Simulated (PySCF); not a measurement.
# Two-component Hartree-Fock for Te²⁺ (tellurium, charge +2)

Start: [Kr] 4d10 5s2 5p2; 5p1/2 filled at m_j = -1/2, +1/2. Calculated with PySCF 2.14 in x2c-TZVPPall-2c with one added diffuse shell each of s, p, d, f type (9s10p6d3f, 90 functions): generalised Hartree-Fock with the X2C-1e Hamiltonian and a Gaussian nucleus; spin-orbit coupling (SO) screened by Boettger's factors.

```tsv
spinor shell	electrons	ε, screened SO (eV)	weight of nominal j (screened SO)	rms radius, screened SO (bohr)
1s1/2	2	-31989.0	1.000	0.0318
2s1/2	2	-5019.0	1.000	0.130
2p1/2	2	-4692.1	1.000	0.112
2p3/2	4	-4414.9	1.000	0.117
3s1/2	2	-1055.9	1.000	0.343
3p1/2	2	-920.23	1.000	0.335
3p3/2	4	-866.76	1.000	0.347
3d3/2	4	-629.43	1.000	0.320
3d5/2	6	-618.48	1.000	0.323
4s1/2	2	-212.46	1.000	0.814
4p1/2	2	-163.74	1.000	0.857
4p3/2	4	-153.12	1.000	0.888
4d3/2	4	-73.262	1.000	1.04
5s1/2	2	-36.917	1.000	2.14
5p1/2	2	-26.725	1.000	2.48
```

(1) Where does 4d5/2 lie, and what is the 4d spin-orbit splitting (screened SO)?

| quantity | screened SO |
| --- | --- |
| E (hartree) | -6790.89361 |
| M_J | 0 |
| ⟨J²⟩ | 0.000 |
| ⟨L²⟩ | 1.352 |
| ⟨S²⟩ | 1.352 |

Breit and QED terms are absent; they matter most for the inner s and p1/2 levels.

Densities and radii are taken from the X2C orbitals without a picture-change correction, which distorts them close to the nucleus.

Results:

(1) At -71.495 eV, 1.767 eV above 4d3/2.
